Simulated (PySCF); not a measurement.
Species: C₅H₁₄NP.
Z-matrix (Å and degrees, GFN2-xTB geometry), rows numbered from 1:
```
C 
P   1  1.7005
C   2  1.8377  1  108.88
C   2  1.8781  1  127.85  3  -120.95
N   2  1.6788  1  108.14  3   118.97
C   5  1.4452  2  119.83  1   -20.74
C   5  1.4442  2  123.03  1  -177.29
H   1  1.0892  2  111.50  3   173.44
H   1  1.0889  2  108.77  3    50.87
H   3  1.0883  2  107.54  1    39.92
H   3  1.0892  2  110.47  1   159.92
H   3  1.0875  2  110.24  1   -79.09
H   4  1.0893  2  108.39  1   -72.83
H   4  1.0870  2  115.27  1   163.55
H   4  1.0903  2  106.17  1    43.58
H   6  1.0889  5  108.12  2    12.35
H   6  1.0962  5  111.53  2  -107.71
H   6  1.0936  5  110.08  2   132.04
H   7  1.0974  5  111.42  2   102.70
H   7  1.0862  5  110.77  2   -18.28
H   7  1.0948  5  109.64  2  -137.97
```

Computed at PBE0/pcSseg-1 (PySCF, non-relativistic), with Q(14N) = 0.02044 b: N5, 14N (I = 1): χzz = -6.042 MHz, η = 0.080.

Problem. Find the zero-field quadrupole resonance frequencies of 14N at N5.

Solution. From ν± = (3/4)|χ|(1 ± η/3) and ν0 = |χ|η/2: ν+ 4.653 MHz, ν− 4.411 MHz, ν0 0.242 MHz (nitrogen bonded to 2 C and P).

In a crystal, neighbours and librations shift these lines. The structure is a single GFN2-xTB conformer in the gas phase; no vibrational or solvent corrections. GFN2-xTB bond lengths can be off by several hundredths of an ångström, more for odd bonds, and the gradients follow them. The basis is small and wasn't made for field gradients, so the couplings can be 20 % off.
